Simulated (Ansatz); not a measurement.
Computed with frozen-core CCSD(T)/cc-pVTZ // B3LYP-D3(BJ)/def2-TZVP (Ansatz, a quantum-chemistry and plane-wave program).

Ansatz 0.2 input:
```yaml
crystal:
  periodic: [false, false, false]
  atoms:
    - { symbol: C, position_ang: [-0.99177, 0.179811, 0.011344] }
    - { symbol: B, position_ang: [0.489148, -0.304453, -0.082529] }
    - { symbol: O, position_ang: [1.492105, 0.542776, 0.27204] }
    - { symbol: H, position_ang: [-1.088625, 1.205728, 0.369712] }
    - { symbol: H, position_ang: [-1.564583, -0.477862, 0.674018] }
    - { symbol: H, position_ang: [-1.478985, 0.103136, -0.966646] }
    - { symbol: H, position_ang: [0.771809, -1.409854, -0.460745] }
    - { symbol: H, position_ang: [2.370904, 0.160719, 0.182807] }
basis:
  gaussian: { orbitals: cc-pVTZ }
correlation:
  method: ccsd_t
```

Output:

```
Functional definition: HF
912 factors; integrals over basis functions are off by at most 1.0e-3 eV
mean field evaluation 1: about -3818.3499 eV, gradient 3.8e1 eV
mean field evaluation 2: about -3818.3500 eV, gradient 3.8e1 eV
mean field evaluation 4: about -3821.4122 eV, gradient 3.5e0 eV
mean field evaluation 8: about -3821.4524 eV, gradient 1.8e-4 eV
mean field evaluation 16: about -3821.4528 eV, gradient 1.8e-1 eV
mean field -3821.45235156 eV, -140.4357836463 hartree, gradient 1.5e-6 eV, S^2 0.000000; 0 other end points of the search recorded, 0 dependent functions left out
3 core orbitals not correlated
reference -3821.45235156 eV, -140.4357836463 hartree; 9, 9 occupied and 148, 148 virtual orbitals, 912 factors
second order -14.31695707 eV of doubles, -0.00000000 eV of singles
cycle   1  -14.65279793 eV  change   -3.4e-1 eV  update   7.7e-2
cycle   2  -14.98191571 eV  change   -3.3e-1 eV  update   2.2e-2
cycle   3  -15.05578960 eV  change   -7.4e-2 eV  update   1.2e-2
cycle   4  -15.04740009 eV  change    8.4e-3 eV  update   3.3e-3
cycle   5  -15.04749103 eV  change   -9.1e-5 eV  update   1.6e-3
cycle   6  -15.04760617 eV  change   -1.2e-4 eV  update   4.0e-4
cycle   7  -15.04743583 eV  change    1.7e-4 eV  update   1.2e-4
cycle   8  -15.04745302 eV  change   -1.7e-5 eV  update   3.5e-5
cycle   9  -15.04746082 eV  change   -7.8e-6 eV  update   1.0e-5
perturbative correction -0.53028044 eV, -0.0194874467 hartree
Total energy: -3837.03009282 eV, -141.0082550787 hartree
```

Cost: very roughly 30 core-seconds.
